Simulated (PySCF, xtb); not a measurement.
2-methylbut-2-ene (C₅H₁₀), SMILES CC=C(C)C.

Harmonic wavenumbers (cm⁻¹) from GFN2-xTB (xtb) at its own minimum, in rising order: 22, 68, 137, 247, 295, 384, 432, 515, 817, 819, 972, 996, 999, 1031, 1060, 1086, 1145, 1222, 1343, 1399, 1409, 1414, 1474, 1482, 1483, 1491, 1494, 1497, 1758, 2989, 2993, 2996, 3005, 3006, 3013, 3035, 3045, 3058, 3069.

**Question.** What does PBE-D3(BJ)/def2-SVP (PySCF) give at its own minimum? (Estimate from the structure and the level; the computed values follow.)

**Answer.** 123, 157, 181, 260, 287, 375, 442, 515, 768, 793, 922, 936, 965, 1006, 1030, 1047, 1104, 1204, 1298, 1341, 1347, 1357, 1390, 1397, 1401, 1410, 1413, 1417, 1705, 2945, 2953, 2955, 3009, 3014, 3015, 3054, 3065, 3073, 3080. Paired by order, the mean absolute difference is 41 cm⁻¹ and the zero-point energies are 83.9 and 82.6 kcal/mol.
